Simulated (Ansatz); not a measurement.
Frontier orbitals of `[CH3][Ti]([OH])([F])[F]`.

Z-matrix (Å, degrees):
```
C
Ti 1 2.047
H 1 1.093 2 109.3
H 1 1.093 2 109.8 3 120.2
H 1 1.094 2 108.7 3 -119.8
O 2 1.768 1 105.6 3 -59.4
F 2 1.760 1 105.8 3 60.2
F 2 1.757 1 105.9 3 -179.9
H 6 0.956 2 146.9 1 -121.8
```

The species carries charge 0 and has multiplicity 1. Correlated methods include outer-core shells of Ti, which these sets cover unevenly. Scalar relativity is left out up to krypton. All single points use the PBE0-D4/def2-TZVP geometry. It is one conformer, not always the lowest. Basis def2-TZVPP, Ansatz 0.2.0.

| functional | HOMO (eV) | LUMO (eV) | gap (eV) |
| --- | --- | --- | --- |
| PBE | -6.89 | -3.07 | 3.82 |
| BLYP | -6.79 | -2.99 | 3.80 |
| PBE0 | -8.38 | -1.95 | 6.43 |
| r2SCANh | -7.77 | -2.51 | 5.26 |
| CAM-B3LYP | -9.83 | -0.79 | 9.04 |
| ωB97M-V | -10.72 | 0.42 | 11.14 |

From PBE to PBE0 the HOMO moves by −1.49 eV and the LUMO by +1.12 eV, and with ωB97M-V by −3.83 and +3.48 eV, so the gap grows from 3.83 to 11.14 eV with exact exchange. A positive LUMO is unbound and depends on the basis.
